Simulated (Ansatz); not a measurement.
Ideal-gas functions of CHF3Te (`FC(F)(F)[TeH]`) at 400 K and 1 bar, from an Ansatz frequency run at PBE0-D4/def2-TZVP.

Molar mass 197.61 g/mol, point group Cs (symmetry number 1), electronic degeneracy 1, moments of inertia 90.757, 342.932, 346.273 u Å². Harmonic wavenumbers (cm⁻¹, unscaled): 127, 227, 252, 277, 523, 529, 654, 746, 1115, 1181, 1182, 2168.

Use S(trans) = R[1.5 ln M + 2.5 ln T − 1.1517]; rotational temperatures θ = 24.2544 K / I; S(rot) = R[ln(√π/σ · √(T³/θAθBθC)) + 1.5]; for each mode x = 1.438777 ν̃/T, S = R[x/(eˣ − 1) − ln(1 − e⁻ˣ)] and H = RT x/(eˣ − 1); 1 cm⁻¹ = 0.0119627 kJ/mol; R = 8.31446 J/(mol·K).

Q: By hand: the entropy, in J/(mol·K).

A: Translation 180.9. Rotation: θ = 0.2672, 0.0707, 0.07 K, giving 119.5. Vibration, mode by mode: 14.90, 10.23, 9.41, 8.68, 4.19, 4.12, 2.89, 2.22, 0.77, 0.63, 0.63, 0.03, in all 58.7. Electronic 0.0. Sum 359.1 J/(mol·K).

Q: By hand: H − E and G − E in kJ/mol, counted from the electronic energy.

A: Zero-point energy ½ × 8981 × 0.0119627 = 53.7; thermal vibration 13.1; translation, rotation and pV give 4 RT = 13.3. H − E = 80.1 kJ/mol, and G − E = 80.1 − 400 × 359.1/1000 = -63.5 kJ/mol.

Vibration gives 16 % of the entropy, 14.9 J/(mol·K) of it from the mode under 150 cm⁻¹: soft modes count most, and the harmonic formula is weakest for them.
